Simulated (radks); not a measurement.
Problem. All-electron atom: Se in [Ar] 3d10 4s2 4p2 5p2 (not the ground configuration). Calculated with a radial shooting solver on a logarithmic mesh with Libxc functionals: Dirac Kohn-Sham, BP86, spin-unpolarised, spherical densities, point nucleus; open shells fill j = l - 1/2 first. Some entries of the table are withheld. Estimate them.

orbital  occ.  eigenvalue (hartree)  r(max) (bohr)  <r> (bohr)
1s1/2       2             -459.9985        0.02879     0.04407
2s1/2       2             -59.51839         0.1645      0.1957
2p1/2       2                   (1)         0.1296      0.1685
2p3/2       4                   (2)         0.1327      0.1723
3s1/2       2                   (3)         0.5023         (4)
3p1/2       2                   (5)         0.4946      0.5822
3p3/2       4                   (6)         0.5032      0.5928
3d3/2       4              -2.43250         0.4508      0.6265
3d5/2       6              -2.39952         0.4536      0.6308
4s1/2       2              -1.02338            (7)       1.700
4p1/2       2                   (8)          1.682       1.997
4p3/2       0                   (9)          1.710       2.030
5p1/2       2              -0.07891          5.503       6.224
5p3/2       0              -0.07711          5.569       6.293

Solution. 
(1) 2p1/2 eigenvalue (hartree): -53.44206
(2) 2p3/2 eigenvalue (hartree): -51.90647
(3) 3s1/2 eigenvalue (hartree): -8.30475
(4) 3s1/2 <r> (bohr): 0.5738
(5) 3p1/2 eigenvalue (hartree): -6.22757
(6) 3p3/2 eigenvalue (hartree): -6.01145
(7) 4s1/2 r(max) (bohr): 1.475
(8) 4p1/2 eigenvalue (hartree): -0.59330
(9) 4p3/2 eigenvalue (hartree): -0.57487
